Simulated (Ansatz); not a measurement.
Stretching the Ga1–H2 bond in GaH3 (SMILES [GaH3]) (multiplicity 1 held, fragments rigid). Energies count from the point at 1.570 Å.
Geometry at that point (charge 0, multiplicity 1):
```xyz
4

Ga     0.0000     0.0000     0.0000
H      1.5659    -0.1090    -0.0205
H     -0.8774    -1.3017     0.0061
H     -0.6885     1.4107     0.0144
```

Signs of static correlation in cc-pVDZ, with CASSCF(2,2), from Ansatz (a quantum-chemistry and plane-wave program) runs.

| R (Å) | T1 of restricted CCSD | ⟨S²⟩ of UHF | largest double amplitude of restricted CCSD | weight of the CASSCF reference in MRCISD | CASSCF natural occupations |
|---|---|---|---|---|---|
| 1.256 | 0.007 | 0.000 | 0.034 | 0.951 | 1.99 0.01 |
| 1.413 | 0.008 | 0.000 | 0.036 | 0.951 | 1.98 0.02 |
| 1.570 | 0.008 | 0.000 | 0.042 | 0.951 | 1.98 0.02 |
| 1.727 | 0.009 | 0.000 | 0.064 | 0.951 | 1.97 0.03 |
| 1.884 | 0.010 | 0.000 | 0.093 | 0.951 | 1.96 0.04 |
| 2.119 | 0.014 | 0.000 | 0.135 | 0.951 | 1.93 0.07 |
| 2.355 | 0.020 | ___ | 0.185 | 0.951 | 1.89 0.11 |
| 2.747 | 0.035 | ___ | 0.291 | 0.950 | 1.78 0.22 |
| 3.140 | 0.058 | 0.885 | 0.425 | 0.950 | 1.61 0.39 |
| 3.611 | 0.088 | 0.966 | 0.606 | 0.949 | 1.40 0.60 |
| 4.239 | 0.119 | 0.996 | 0.813 | 0.949 | 1.19 0.81 |
| 5.024 | 0.134 | 1.003 | 0.957 | 0.949 | 1.07 0.93 |

Some entries are withheld; supply them.


- 2.355, ⟨S²⟩ of UHF: 0.222
- 2.747, ⟨S²⟩ of UHF: 0.698

Doubts at one or more of the structures used: a restricted determinant that unrestricted orbitals would lower (R-CCSD(T)/cc-pVDZ); other coupled-cluster roots lie near (R-CCSD(T)/cc-pVDZ); T1 above 0.05 (R-CCSD(T)/cc-pVDZ, U-CCSD(T)/cc-pVDZ); a spin-contaminated determinant (U-CCSD(T)/cc-pVDZ).
